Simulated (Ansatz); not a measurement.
`[CH3][Ge][OH]` and `[OH][Ge][SH]` differ in one atom or group.

Ansatz, PBE0-D4/def2-TZVP geometries, multiplicity 1. Each molecule was computed in one conformer, which needn't be the lowest.

Outer-core shells of Ge are correlated without core-valence functions. Scalar relativity is left out up to krypton. Spin–orbit coupling is left out.

```csv
property,`[CH3][Ge][OH]`
HOMO energy (B3LYP/def2-TZVPP) / eV,-6.45
HOMO–LUMO gap (ωB97M-V/def2-TZVPP) / eV,8.86
HOMO energy (ωB97M-V/def2-TZVPP) / eV,-8.75
vertical ionisation energy (CCSD(T)/def2-TZVPP) / eV,8.95
size of the dipole moment (PBE/def2-TZVPP) / D,1.83
HOMO–LUMO gap (PBE/def2-TZVPP) / eV,2.87
```

(1) Give the same properties after the change, and the shifts. (Estimate.)

Results:

(1) Computed: 
```json
{"property": "HOMO energy (B3LYP/def2-TZVPP) / eV", "`[OH][Ge][SH]`": "-7.17", "shift": "-0.72"}
{"property": "HOMO–LUMO gap (ωB97M-V/def2-TZVPP) / eV", "`[OH][Ge][SH]`": "9.35", "shift": "0.49"}
{"property": "HOMO energy (ωB97M-V/def2-TZVPP) / eV", "`[OH][Ge][SH]`": "-9.40", "shift": "-0.65"}
{"property": "vertical ionisation energy (CCSD(T)/def2-TZVPP) / eV", "`[OH][Ge][SH]`": "9.56", "shift": "0.61"}
{"property": "size of the dipole moment (PBE/def2-TZVPP) / D", "`[OH][Ge][SH]`": "0.79", "shift": "-1.04"}
{"property": "HOMO–LUMO gap (PBE/def2-TZVPP) / eV", "`[OH][Ge][SH]`": "3.58", "shift": "0.71"}
```

With PBE0 the HOMO falls by 0.74 eV and the LUMO falls by 0.12 eV, so the gap widens by about 0.62 eV. PBE moves the HOMO by -0.76 eV and ωB97M-V by -0.65 eV. The zero-point energy changes by -67.8 kJ/mol with -6 modes. Dipoles are sizes alone; their direction can turn.

B3LYP here is the variant with VWN-RPA as its local correlation; programs differ in this.
